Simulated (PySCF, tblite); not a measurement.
Species: C6H7BOS.
SMILES: `C#CC1=CCOCBS1`

Jobs on this species (16 atoms, 72 electrons) with PySCF (density fitting) and tblite. Hardware of each: Arm Neoverse N1, one thread (shared host). Times come from a shared host and carry two figures at best.

Question: Rank these jobs by wall time, shortest first.
A. PBE0/pcSseg-1; shieldings, ring-centre shieldings, charges and field gradients; 195 basis functions
B. B3LYP/def2-SVPD; 8 singlets by full TDDFT, 3 Tamm–Dancoff triplets, polarisability; 246 basis functions
C. GFN2-xTB; Hessian by finite differences

Answer: C (0.99 s), A (61 s), B (1.7 min).

All jobs:

```csv
level and settings,work,basis functions,SCF cycles,wall time
GFN2-xTB,L-BFGS relaxation,–,–,0.97 s
GFN2-xTB,Hessian by finite differences,–,–,0.99 s
PBE0/pcSseg-1,"shieldings, ring-centre shieldings, charges and field gradients",195,14,61 s
B3LYP/def2-SVPD,"8 singlets by full TDDFT, 3 Tamm–Dancoff triplets, polarisability",246,15,1.7 min
```

Question: What do all jobs in the table cost together?

Answer: About 2.7 min; the longest takes about 62 % of that, and about 110 times as long as the shortest.
